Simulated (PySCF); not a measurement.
A structure optimised at PBE-D3(BJ)/def2-SVP, used in a PySCF frequency run:

```xyz
10

Si     0.5039    -0.1905    -0.0750
F      1.5051     0.2098     1.1472
F      1.0285     0.7293    -1.3200
N     -1.1017     0.1205     0.4174
C     -2.2811    -0.5923    -0.0453
H      0.6497    -1.6163    -0.4743
H     -1.2955     0.9670     0.9583
H     -1.9774    -1.5324    -0.5499
H     -2.8900    -0.0128    -0.7761
H     -2.9459    -0.8805     0.7980
```

Q: Write its SMILES and formula.

A: CN[SiH](F)F, CH5F2NSi

Q: What are its rotational constants (standard atomic weights)?

A: 6.4316, 2.6232, 2.0625 GHz
